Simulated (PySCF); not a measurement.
CH3NO3Si, SMILES O[SiH](N=C=O)O. Geometry optimised at B3LYP-D3(BJ)/def2-SVP. The structure was generated by enumeration, and PubChem lists no compound with its InChIKey, so it may never have been made. The values are those of a single conformer.

Computed equilibrium geometry at B3LYP-D3(BJ)/def2-SVP (PySCF confirms it by a frequency run) as bond lengths and angles (one conformer of several):
Atoms: Si1 O2 O3 N4 C5 O6 H7 H8 H9. Bonded distances (Å): Si1–O2 1.646, Si1–O3 1.655, Si1–N4 1.731, Si1–H7 1.472, O2–H8 0.965, O3–H9 0.964, N4–C5 1.201, C5–O6 1.171. Bond angles (°): O2–Si1–O3 109.1, O2–Si1–N4 112.0, O2–Si1–H7 106.3, O3–Si1–N4 106.9, O3–Si1–H7 114.1, N4–Si1–H7 108.6, Si1–O2–H8 117.5, Si1–O3–H9 117.4, Si1–N4–C5 168.7, N4–C5–O6 178.7.
Charge 0, spin multiplicity 1.
